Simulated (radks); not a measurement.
All-electron atom: the manganese ion Mn+ in [Ar] 3d5 4s1.

All-electron calculation, Dirac Kohn-Sham, LDA (Slater exchange, Perdew-Wang correlation), spin-unpolarised, spherical densities, point nucleus; open shells fill j = l - 1/2 first. Program: a radial shooting solver on a logarithmic mesh with Libxc functionals.

Energy parts (hartree):
part                       energy
total                 -1155.85266
kinetic                1170.12406
electron-nucleus      -2756.62462
Hartree                 480.21515
exchange-correlation    -49.56725

Orbitals (lengths in bohr, moments of r in powers of bohr; r(max) is where P^2 peaks; r(90%) holds 90 % of the orbital's charge):
1s1/2: occ. 2; eigenvalue (hartree) -235.9882; r(90%) 0.109; r(max) 0.03994; <r^2> 0.005005
2s1/2: occ. 2; eigenvalue (hartree) -27.56542; r(90%) 0.434; r(max) 0.2330; <r^2> 0.09263
2p1/2: occ. 2; eigenvalue (hartree) -23.68991; r(90%) 0.403; r(max) 0.1867; <r^2> 0.07420
2p3/2: occ. 4; eigenvalue (hartree) -23.30755; r(90%) 0.407; r(max) 0.1891; <r^2> 0.07586
3s1/2: occ. 2; eigenvalue (hartree) -3.44146; r(90%) 1.28; r(max) 0.7368; <r^2> 0.8422
3p1/2: occ. 2; eigenvalue (hartree) -2.33734; r(90%) 1.39; r(max) 0.7469; <r^2> 0.9558
3p3/2: occ. 4; eigenvalue (hartree) -2.29035; r(90%) 1.40; r(max) 0.7541; <r^2> 0.9756
3d3/2: occ. 4; eigenvalue (hartree) -0.56054; r(90%) 2.07; r(max) 0.7564; <r^2> 1.854
3d5/2: occ. 1; eigenvalue (hartree) -0.55610; r(90%) 2.08; r(max) 0.7590; <r^2> 1.872
4s1/2: occ. 1; eigenvalue (hartree) -0.44676; r(90%) 4.14; r(max) 2.367; <r^2> 8.845

The highest occupied level is 4s1/2 at -12.157 eV. The density falls to 0.001 e/bohr^3 at r = 3.94 bohr.
